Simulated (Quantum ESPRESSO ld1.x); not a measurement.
Values are calculated unless marked as measured or tabulated.
Q: These are the eigenvalues of the occupied orbitals of an atom or ion with whole-number occupations (hartree). Level of theory: scalar-relativistic Kohn-Sham, LDA (Slater exchange, Perdew-Wang correlation), spin-polarised, spherical densities, point nucleus (ld1.x of Quantum ESPRESSO 7.5).

1s up: -2712.98
1s down: -2712.98
2s up: -472.665
2s down: -472.655
2p up: -411.725
2p down: -411.716
3s up: -110.095
3s down: -110.090
3p up: -92.2065
3p down: -92.2011
3d up: -72.1972
3d down: -72.1893
4s up: -23.3318
4s down: -23.3210
4p up: -17.4627
4p down: -17.4517
4d up: -10.1787
4d down: -10.1654
5s up: -3.56011
5s down: -3.47762
4f up: -2.08174
5p up: -2.06342
4f down: -2.06021
5p down: -1.96200
5d up: -0.39929
6s up: -0.32946
6s down: -0.25716
6p up: -0.10703

Which element is it, and in what charge state? The configuration may be excited. Open shells, if any, are filled with parallel spins first.

A: Z = 76, osmium, charge 0: Os in [Xe] 4f14 5d5 6s2 6p1. The list shows which subshells hold electrons but not how many an open one holds; the 1s level, -2713 hartree, gives Z - s = 73.7 by -(Z - s)^2/2, which with screening and relativity narrows Z to a few neighbours, and the depths of the outer levels then fix element, charge and occupations together.
